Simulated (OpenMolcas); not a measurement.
Rh5+ (d4) among equal point charges was computed by CASSCF with the d shell active (OpenMolcas, ANO-RCC-VDZP on the metal). Its lowest spin-free states, and all those of the highest spin:

```csv
2S+1,Degeneracy,E (cm-1)
5,2,0.0
5,1,2914
5,2,7511
3,1,20260
3,2,20968
3,2,21095
3,1,22668
3,1,22677
3,2,22782
3,2,24216
3,2,25183
3,2,25749
```

Task: Is the site octahedral, tetrahedral or cube-like, axial, or of lower symmetry?

Result: The states with 2S+1 = 5 have orbital degeneracies 2, 1, 2. There are pairs but no triples, so the site is axial: not cubic, but with a proper or improper axis of order three or more. The run had Rh5+ among 6 point charges of -1.7 e arranged as a trigonal prism (D3h), 1.88 Å from the ion.

An orbital doublet at a regular site is open to a Jahn-Teller distortion, which this geometry leaves out. Without dynamic correlation the repulsion within the d shell is too large (B by tens of per cent), so at a given field states of lower spin stand too high. Point charges give a weaker field than real ligands, and real ions of this kind are as a rule low spin; the high spin found here belongs to the model. Point charges carry no covalency, so the field is a model and not that of real ligands. No measured value stands beside these numbers.
